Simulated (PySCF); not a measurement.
ZrH₂, SMILES [ZrH2] (connectivity only; charge and spin as stated), neutral, multiplicity 3.

Geometry optimised at PBE-D3(BJ)/def2-TZVPD. The multiplicity is an assumed one; other spin states were not compared. The def2 effective core potentials stand for the cores of Zr; spin–orbit coupling is left out.

Level of theory: PySCF with TDA-M06-2X/def2-TZVPD.

Vertical excitations. The molecule is in vacuum.

| state | energy (eV) | λ (nm) | f | main pairs |
|---|---|---|---|---|
| root 1 | 0.17 | 7432 | 0.000 | α HOMO→LUMO+1 74 %, α HOMO−1→LUMO+1 24 % |
| root 2 | 0.57 | 2181 | 0.000 | α HOMO−1→LUMO+1 72 %, α HOMO→LUMO+1 24 % |
| root 3 | 0.81 | 1525 | 0.003 | α HOMO→LUMO 50 %, α HOMO−1→LUMO 42 % |
| root 4 | 0.91 | 1369 | 0.000 | α HOMO→LUMO+2 82 % |
| root 5 | 1.51 | 819 | 0.006 | α HOMO−1→LUMO+2 82 % |
| root 6 | 1.75 | 708 | 0.020 | α HOMO−1→LUMO+3 57 %, α HOMO→LUMO+3 38 % |
| root 7 | 2.09 | 594 | 0.003 | β HOMO→LUMO 91 % |
| root 8 | 2.25 | 551 | 0.086 | α HOMO→LUMO+3 56 %, α HOMO−1→LUMO+3 38 % |
| root 9 | 2.25 | 550 | 0.003 | α HOMO→LUMO+4 83 % |
| root 10 | 3.08 | 403 | 0.000 | β HOMO→LUMO+1 82 %, β HOMO→LUMO+4 14 % |
Unrestricted roots are not spin-pure.
